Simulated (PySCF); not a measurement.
C2H4OSe, SMILES C1OC[Se]1.

Geometry: PBE0-D3(BJ)/def2-SVP. The structure was generated by enumeration, and PubChem lists no compound with its InChIKey, so it may never have been made.

Computed with PySCF with PBE0-D3(BJ)/def2-SVP.

Frequencies are harmonic and unscaled.

Computed normal modes with their intensities:
```tsv
mode	ν (cm⁻¹)	IR (km/mol)	moving atoms (share of kinetic energy)
1	73	10.3	H 35 %, O 34 %, C 28 %
2	450	1.2	Se 34 %, C 32 %, O 30 %
3	608	2.6	C 74 %, H 15 %, Se 11 %
4	782	17.9	C 59 %, O 21 %, H 19 %
5	846	0.0	H 86 %, C 14 %
6	873	2.3	H 85 %, C 14 %
7	1026	33.3	C 51 %, O 32 %, H 17 %
8	1144	1.6	H 81 %, C 10 %, O 9 %
9	1150	34.6	C 52 %, O 31 %, H 18 %
10	1185	0.0	H 90 %, C 10 %
11	1266	71.8	H 65 %, O 22 %, C 13 %
12	1307	36.5	H 73 %, C 24 %
13	1490	4.0	H 93 %
14	1520	0.0	H 89 %, C 10 %
15	3052	100.2	H 95 %
16	3061	6.6	H 95 %
17	3125	0.0	H 90 %, C 10 %
18	3127	36.5	H 89 %, C 11 %
```
